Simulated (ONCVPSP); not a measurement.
**V (Z = 23): variants of one ONCV potential**

Base potential:

```json
{
 "Element": "V (Z = 23)",
 "Generator": "ONCVPSP 4.0.1",
 "Type": "optimised norm-conserving Vanderbilt (ONCV)",
 "Functional": "PBEsol",
 "Relativity": "scalar-relativistic",
 "Frozen core": "[Ne]",
 "Valence charge": "13",
 "Reference configuration": "3s2 3p6 3d3 4s0.5 (charge +1.5)",
 "Partial waves": "3s+4s: rc 1.30 bohr, ncon 4, nbas 8, qcut 11.9 1/bohr, 2 projectors; 3p: rc 1.15 bohr, ncon 3, nbas 7, qcut 13.5 1/bohr, 1 projector; 3d: rc 2.30 bohr, ncon 4, nbas 9, qcut 7.1 1/bohr, 2 projectors, debl 3.2 Ha",
 "Local potential": "polynomial inside 0.95 bohr (lpopt 5, dvloc0 0 Ha)",
 "Core correction": "Teter function, fcfact 4.5, rcfact 1.45"
}
```

All-electron outer shells of the reference configuration (PBEsol, scalar-relativistic, ld1.x):

```tsv
shell	level (eV)	outermost node (bohr)	outermost maximum (bohr)
2p	-514.60	–	0.21
3s	-81.94	0.38	0.82
3p	-55.86	0.35	0.84
3d	-16.83	–	0.90
4s	-14.19	1.16	2.53
```

Cutoffs, loose and tight: the cutoffs (Ha) at which the residual kinetic energy of the hardest occupied pseudo-wave falls to 1 and 0.1 mHa per electron. They do not see the model core or the augmentation charge, which bear on the density cutoff. Test errors are all-electron minus pseudo excitation energies from the reference, over the configurations 3s2 3p6 3d3 4s2; 3s2 3p6 3d3 4s1; 3s2 3p6 3d3 4s0; 3s2 3p5 3d3 4s2. A dash means not determined; rows that change the core or the reference have their own tests.

| change | outcome | cutoff, loose | cutoff, tight | bound ghosts | GHOST(+) flags above zero | largest test error (meV) |
| --- | --- | --- | --- | --- | --- | --- |
| base | generated | 47 Ha | 60 Ha | none | none | -177 |
| all radii but the core radius scaled by about 0.82 (s 1.06, p 0.94, d 1.88 bohr); local potential polynomial inside 0.78 bohr (lpopt 5, dvloc0 0 Ha) | generated | 52 Ha | 66 Ha | none | s | -114 |
| all radii but the core radius scaled by about 0.92 (s 1.20, p 1.06, d 2.12 bohr); local potential polynomial inside 0.88 bohr (lpopt 5, dvloc0 0 Ha) | generated | 49 Ha | 63 Ha | none | s | -150 |
| all radii but the core radius scaled by about 1.09 (s 1.42, p 1.24, d 2.50 bohr); local potential polynomial inside 1.04 bohr (lpopt 5, dvloc0 0 Ha) | generated | 45 Ha | 59 Ha | none | none | -209 |
| all radii but the core radius scaled by about 1.19 (s 1.54, p 1.36, d 2.74 bohr); local potential polynomial inside 1.12 bohr (lpopt 5, dvloc0 0 Ha) | generated | 42 Ha | 55 Ha | none | none | -257 |
| all radii but the core radius scaled by about 1.31 (s 1.70, p 1.50, d 3.02 bohr); local potential polynomial inside 1.24 bohr (lpopt 5, dvloc0 0 Ha) | generated | 40 Ha | 47 Ha | none | none | -299 |

Reading the sweep of the scale of all radii but the core radius (base = 1) (base included, trends over the rows without a ghost): The loose cutoff falls from 52 Ha at 0.82 to 40 Ha at 1.31. A larger radius leaves more room for a smooth pseudo-wave, so fewer plane waves are needed; a smaller one forces it to follow the all-electron wave where it bends sharply. The median size of the test errors (rows with all tests solved) is not monotonic: lowest 2.5 meV at 1.19, highest 6.3 meV at 1.31.
